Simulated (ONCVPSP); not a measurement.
lutetium, ONCV: configuration errors across variants

Lu (Z = 71), optimised norm-conserving Vanderbilt (ONCV), made with ONCVPSP 4.0.1 (PBE, scalar-relativistic). Core [Kr] 4d10, reference 4f14 5s2 5p6 5d1 6s1.75 6p0.25. Waves: 5s+6s: rc 2.05 bohr, ncon 3, nbas 7, qcut 7.2 1/bohr, 2 projectors; 5p+6p: rc 2.10 bohr, ncon 4, nbas 7, qcut 5.7 1/bohr, 3 projectors, debl 1.1 Ha; 5d: rc 2.40 bohr, ncon 4, nbas 8, qcut 4.5 1/bohr, 2 projectors, debl 3.7 Ha; 4f: rc 0.75 bohr, ncon 4, nbas 8, qcut 23.3 1/bohr, 3 projectors, debl 3.1 Ha. Local part: polynomial inside 0.55 bohr (lpopt 1, dvloc0 0 Ha). Core correction: Teter function, fcfact 5.25, rcfact 1.3.

All-electron excitation energies from the reference (eV): (1) 4f14 5s2 5p6 5d1 6s2 6p0 -0.835; (2) 4f14 5s2 5p6 5d1 6s1 6p0 6.531; (3) 4f14 5s2 5p6 5d1 6s0 6p0 19.810.

A true bound ghost makes a file unfit for plane-wave use even where its test errors are small: the radial tests pick states by their node count and pass the ghost by.

Errors AE − PS in meV (a dash: test not solved or not reliable):

| change | (1) | (2) | (3) | bound ghosts | GHOST(+) flags above zero |
| --- | --- | --- | --- | --- | --- |
| base | +0.2 | -1.7 | -6.3 | s, p, d | s |
| d: qcut 5.9 | +0.2 | -1.8 | -6.4 | s, p | s, d |
| d: rc 1.86 | +0.2 | -1.8 | -6.3 | s, p | s, d |

Question: Give the same row for: core correction Teter function, fcfact 5.25, rcfact 1.4.

Answer: +0.2, -1.8, -6.4; bound ghosts: s, p, d; GHOST(+) flags above zero: s.
